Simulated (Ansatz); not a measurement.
Geometry optimisation of Na8Cl8⁺ (started as a model of: 2x2x4 NaCl rock-salt block).

```yaml
crystal:
  periodic: [false, false, false]
  atoms:
    - {symbol: Na, position_ang: [-1.207933, -1.201257, -3.892751]}
    - {symbol: Cl, position_ang: [-1.483878, -1.477899, -1.290187]}
    - {symbol: Na, position_ang: [-1.293040, -1.289771, 1.360702]}
    - {symbol: Cl, position_ang: [-1.410534, -1.409038, 4.020594]}
    - {symbol: Cl, position_ang: [-1.412586, 1.413497, -4.018343]}
    - {symbol: Na, position_ang: [-1.291128, 1.294066, -1.358607]}
    - {symbol: Cl, position_ang: [-1.476823, 1.482835, 1.292667]}
    - {symbol: Na, position_ang: [-1.197604, 1.205061, 3.894772]}
    - {symbol: Cl, position_ang: [1.406079, -1.414253, -4.020280]}
    - {symbol: Na, position_ang: [1.288707, -1.294191, -1.360473]}
    - {symbol: Cl, position_ang: [1.478926, -1.482557, 1.290376]}
    - {symbol: Na, position_ang: [1.204144, -1.204563, 3.892898]}
    - {symbol: Na, position_ang: [1.201632, 1.200566, -3.894906]}
    - {symbol: Cl, position_ang: [1.481515, 1.477867, -1.292862]}
    - {symbol: Na, position_ang: [1.295229, 1.290088, 1.358358]}
    - {symbol: Cl, position_ang: [1.417294, 1.409538, 4.018034]}
basis:
  gaussian: {orbitals: def2-SVP}
total_charge: 1
magnetization: {spin_polarized: true, initial_magnetization: 1}
hamiltonian: {xc: pbe, dispersion: d4}
scf: {lower_state_search: "off"}
output: {orbitals: {seedname: orbitals}}
relax: {f_tol: 0.03, max_steps: 70}
```

```sh
$ ansatz run in.yaml --threads 4 --pin off --events-out ev --progress --plain --max-ram 6963MiB
```

Shortened log:

```
Functional definition: PBE
mean field -135421.46764552 eV, -4976.6471440051 hartree, gradient 8.1e-6 eV, S^2 0.750547; 0 other end points of the search recorded, 0 dependent functions left out
relax step   1: F+E_penalty+E_count = -135421.99053767 eV  Δ(F+E_penalty+E_count) = +0.000e0 eV  max|allowed force component| = 2.763e-1 eV/Å  Δτ_max = 0.0000 Å  (99 SCF iters, accepted)
mean field -135421.68978447 eV, -4976.6553074609 hartree, gradient 4.8e-6 eV, S^2 0.750564; 0 other end points of the search recorded, 0 dependent functions left out
relax step   2: F+E_penalty+E_count = -135422.36408777 eV  Δ(F+E_penalty+E_count) = -3.736e-1 eV  max|allowed force component| = 2.269e-1 eV/Å  Δτ_max = 0.1950 Å  (34 SCF iters, accepted)
mean field -135421.54579906 eV, -4976.6500160947 hartree, gradient 2.6e-6 eV, S^2 0.750693; 0 other end points of the search recorded, 0 dependent functions left out
relax step   3: F+E_penalty+E_count = -135422.21300872 eV  Δ(F+E_penalty+E_count) = +1.511e-1 eV  max|allowed force component| = 2.378e-1 eV/Å  Δτ_max = 0.1939 Å  (39 SCF iters, rejected (line search))
mean field -135421.68885722 eV, -4976.6552733854 hartree, gradient 9.7e-6 eV, S^2 0.750638; 0 other end points of the search recorded, 0 dependent functions left out
relax step   4: F+E_penalty+E_count = -135422.36466309 eV  Δ(F+E_penalty+E_count) = -5.753e-4 eV  max|allowed force component| = 9.564e-2 eV/Å  Δτ_max = 0.0945 Å  (31 SCF iters, accepted)
mean field -135421.70657027 eV, -4976.6559243279 hartree, gradient 3.1e-6 eV, S^2 0.750653; 0 other end points of the search recorded, 0 dependent functions left out
relax step   5: F+E_penalty+E_count = -135422.38326250 eV  Δ(F+E_penalty+E_count) = -1.860e-2 eV  max|allowed force component| = 7.316e-2 eV/Å  Δτ_max = 0.0250 Å  (28 SCF iters, accepted)
mean field -135421.72469212 eV, -4976.6565902935 hartree, gradient 2.8e-6 eV, S^2 0.750709; 0 other end points of the search recorded, 0 dependent functions left out
relax step   6: F+E_penalty+E_count = -135422.40183316 eV  Δ(F+E_penalty+E_count) = -1.857e-2 eV  max|allowed force component| = 1.680e-2 eV/Å  Δτ_max = 0.0590 Å  (30 SCF iters, accepted)
Total energy: -135422.40193761 eV, -4976.6814786062 hartree
Atom 0 at    -1.416311    -1.380507    -3.954575 Å, force    -0.011386    -0.009522     0.016246 eV/Å
Atom 1 at    -1.472254    -1.451069    -1.306275 Å, force     0.006777     0.005903    -0.016797 eV/Å
Atom 2 at    -1.291199    -1.304822     1.354052 Å, force    -0.004049    -0.002587    -0.015544 eV/Å
Atom 3 at    -1.251796    -1.276663     4.058723 Å, force     0.003841     0.006098     0.014014 eV/Å
Atom 4 at    -1.254357     1.280720    -4.056665 Å, force     0.003808    -0.006114    -0.014009 eV/Å
Atom 5 at    -1.289214     1.309051    -1.351924 Å, force    -0.004008     0.002594     0.015545 eV/Å
Atom 6 at    -1.465344     1.455878     1.308711 Å, force     0.006771    -0.005935     0.016784 eV/Å
Atom 7 at    -1.405292     1.385072     3.956913 Å, force    -0.011371     0.009572    -0.016225 eV/Å
Atom 8 at     1.247647    -1.281373    -4.058494 Å, force    -0.003818     0.006103    -0.014021 eV/Å
Atom 9 at     1.286967    -1.309189    -1.353825 Å, force     0.004014    -0.002613     0.015522 eV/Å
Atom 10 at     1.467525    -1.455689     1.306514 Å, force    -0.006739     0.005947     0.016767 eV/Å
Atom 11 at     1.411826    -1.384491     3.954790 Å, force     0.011352    -0.009573    -0.016220 eV/Å
Atom 12 at     1.409777     1.379862    -3.957137 Å, force     0.011397     0.009547     0.016210 eV/Å
Atom 13 at     1.470057     1.450937    -1.308952 Å, force    -0.006769    -0.005934    -0.016759 eV/Å
Atom 14 at     1.293466     1.305014     1.351696 Å, force     0.003999     0.002602    -0.015534 eV/Å
Atom 15 at     1.258503     1.277259     4.056439 Å, force    -0.003819    -0.006087     0.014023 eV/Å
Dipole moment:    -0.000003     0.000000     0.000024 e Å
Checks for a lower state left out: stability, starts, cluster_reference, orbital_swaps, neighbouring_geometries, increment
```

Hardware: 4 threads of Arm Neoverse V2 on a shared host. Wall time 2.4 min, peak host memory 0.91 GiB.

The gap within one spin of the relaxed charge 1 doublet nearly closes, so an electron or hole may be smeared out by delocalisation error. The relaxation made no stability test and no search for a lower SCF solution.
